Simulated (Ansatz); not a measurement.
Mulliken charges of C$_{2}$H$_{3}$BCl$_{2}$O$_{2}$ (`CC(=O)OB(Cl)Cl`) from ωB97M-V/def2-TZVPP in Ansatz (PBE0-D4/def2-TZVP geometry).

```csv
atom,x (Å),y (Å),z (Å),charge (e)
C1,0.153,-1.623,0.397,-0.284
C2,-0.560,-0.328,0.211,0.323
O3,-1.595,-0.002,0.695,-0.255
O4,0.119,0.482,-0.678,-0.252
B5,0.229,1.832,-0.637,0.262
Cl6,0.723,2.632,-2.108,-0.088
Cl7,-0.009,2.761,0.819,-0.084
H8,0.310,-2.095,-0.574,0.131
H9,-0.426,-2.273,1.047,0.124
H10,1.139,-1.438,0.829,0.123
```

Problem. By hand: the dipole of these point charges (1 e Å = 4.8032 D).

Solution. Σ q r = (0.277, -0.483, 0.055) e Å, of length 0.560 e Å = 2.69 D.

Problem. How does the dipole of the full density compare? (An estimate is asked.)

Solution. The calculation gave: (0.342, -0.462, 0.007) e Å, 2.76 D; the point charges give 0.97 times that, at 8° from its direction.

Point charges leave out the atoms' own dipoles, such as those of lone pairs, and Mulliken's split depends on the basis, so the close match here is no proof of good charges.
